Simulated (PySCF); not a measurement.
O₂, triplet, at a GFN2-xTB geometry, with bond 2-1 at 3.0 times its length; HF/def2-SVP in PySCF.

PySCF was given this input:
```python
from pyscf import gto, scf

mol = gto.M(
    atom='''
O    -0.00000000   -0.00000000   -0.60491107
O     0.00000000    0.00000000    3.02455535
''',
    basis='def2-svp',
    spin=2,
    verbose=4,
)

mf = scf.UHF(mol)
mf.kernel()
mo_i, mo_e, stable_i, stable_e = mf.stability(internal=True, external=True, return_status=True, nroots=6, tol=1e-6)
print('internally stable:', stable_i, ' externally stable:', stable_e)
if not stable_i:
    umf = mf.copy()
    umf.scf_summary = {}
    umf.kernel(umf.make_rdm1(mo_i, mf.mo_occ))
```

### Question
What does PySCF print? Leave out banner, timings and long lists.

### Answer

```
PySCF version 2.14.0

[INPUT] verbose = 4
[INPUT] num. atoms = 2
[INPUT] num. electrons = 16
[INPUT] charge = 0
[INPUT] spin (= nelec alpha-beta = 2S) = 2
[INPUT] symmetry False subgroup None
[INPUT] Mole.unit = angstrom
[INPUT] Symbol           X                Y                Z      unit          X                Y                Z       unit  Magmom
[INPUT]  1 O      0.000000000000   0.000000000000  -0.604911070000 AA    0.000000000000   0.000000000000  -1.143116252018 Bohr   0.0
[INPUT]  2 O      0.000000000000   0.000000000000   3.024555350000 AA    0.000000000000   0.000000000000   5.715581260088 Bohr   0.0

nuclear repulsion = 9.33121775483461
number of shells = 12
number of NR pGTOs = 48
number of NR cGTOs = 28
basis = def2-svp
ecp = {}

******** <class 'pyscf.scf.uhf.UHF'> ********
method = UHF
initial guess = minao
damping factor = 0
level_shift factor = 0
DIIS = <class 'pyscf.scf.diis.CDIIS'>
diis_start_cycle = 1
diis_space = 8
diis_damp = 0
SCF conv_tol = 1e-09
SCF conv_tol_grad = None
SCF max_cycles = 50
direct_scf = True
direct_scf_tol = 1e-13
number electrons alpha = 9  beta = 7
Set gradient conv threshold to 3.16228e-05
init E= -148.358102830639

cycle= 1 E= -148.800119106827  delta_E= -0.442  |g|= 0.189  |ddm|= 1.09
cycle= 2 E= -148.824830034524  delta_E= -0.0247  |g|= 0.0765  |ddm|= 0.173
cycle= 3 E= -148.830016838726  delta_E= -0.00519  |g|= 0.0304  |ddm|= 0.101
cycle= 4 E= -148.830755386628  delta_E= -0.000739  |g|= 0.00549  |ddm|= 0.0429
cycle= 5 E= -148.830781603805  delta_E= -2.62e-05  |g|= 0.0005  |ddm|= 0.0107
cycle= 6 E= -148.830781871866  delta_E= -2.68e-07  |g|= 0.000154  |ddm|= 0.000766
cycle= 7 E= -148.830781903381  delta_E= -3.15e-08  |g|= 6.9e-05  |ddm|= 0.000219
cycle= 8 E= -148.830781911921  delta_E= -8.54e-09  |g|= 1.24e-05  |ddm|= 0.000153
cycle= 9 E= -148.830781911816  delta_E= 1.05e-10  |g|= 2.79e-05  |ddm|= 2.87e-05
Extra cycle  E= -148.830781881981  delta_E= 2.98e-08  |g|= 0.000267  |ddm|= 0.000141
SCF not converged.
SCF energy = -148.830781881981 after 50 cycles  <S^2> = 2.0356307  2S+1 = 3.0236605
uhf_internal: lowest eigs of H = [-1.26879992 -1.02744718 -1.02744717 -1.01295305 -1.01295305 -0.95356108]
<class 'pyscf.scf.uhf.UHF'> wavefunction has an internal instability
uhf_real2complex: lowest eigs of H = [-0.49850518 -0.49790314 -0.49790314  0.00131977  0.00141164  0.00141213]
<class 'pyscf.scf.uhf.UHF'> wavefunction has an real -> complex instability
uhf_external: lowest eigs of H = [-6.31922522e-01 -5.65294464e-01 -5.65294463e-01 -2.35177269e-06
  3.08264428e-03  1.34399693e-02]
<class 'pyscf.scf.uhf.UHF'> wavefunction has an UHF/UKS -> GHF/GKS instability
internally stable: False  externally stable: False

******** <class 'pyscf.scf.uhf.UHF'> ********
method = UHF
initial guess = minao
damping factor = 0
level_shift factor = 0
DIIS = <class 'pyscf.scf.diis.CDIIS'>
diis_start_cycle = 1
diis_space = 8
diis_damp = 0
SCF conv_tol = 1e-09
SCF conv_tol_grad = None
SCF max_cycles = 50
direct_scf = True
direct_scf_tol = 1e-13
number electrons alpha = 9  beta = 7
Set gradient conv threshold to 3.16228e-05
init E= -149.118120848935
cycle= 1 E= -149.139765621124  delta_E= -0.0216  |g|= 0.148  |ddm|= 0.254
cycle= 2 E= -149.091146230231  delta_E= 0.0486  |g|= 0.342  |ddm|= 0.408
cycle= 3 E= -149.152113099247  delta_E= -0.061  |g|= 0.0131  |ddm|= 0.296
cycle= 4 E= -149.15230169439  delta_E= -0.000189  |g|= 0.00385  |ddm|= 0.0184
cycle= 5 E= -149.15231964356  delta_E= -1.79e-05  |g|= 0.00367  |ddm|= 0.0073
cycle= 6 E= -149.152380103376  delta_E= -6.05e-05  |g|= 0.00627  |ddm|= 0.00765
cycle= 7 E= -149.15231688245  delta_E= 6.32e-05  |g|= 0.00208  |ddm|= 0.0103
cycle= 8 E= -149.152318407387  delta_E= -1.52e-06  |g|= 0.000675  |ddm|= 0.00147
cycle= 9 E= -149.152318609413  delta_E= -2.02e-07  |g|= 0.000142  |ddm|= 0.000503
cycle= 10 E= -149.152318617509  delta_E= -8.1e-09  |g|= 4.39e-05  |ddm|= 8.45e-05
cycle= 11 E= -149.152318618407  delta_E= -8.98e-10  |g|= 2.11e-06  |ddm|= 3.65e-05
Extra cycle  E= -149.15231861841  delta_E= -2.64e-12  |g|= 2.27e-06  |ddm|= 2.65e-06
converged SCF energy = -149.15231861841  <S^2> = 3.0378075  2S+1 = 3.6264625
```

Convergence was not reached.
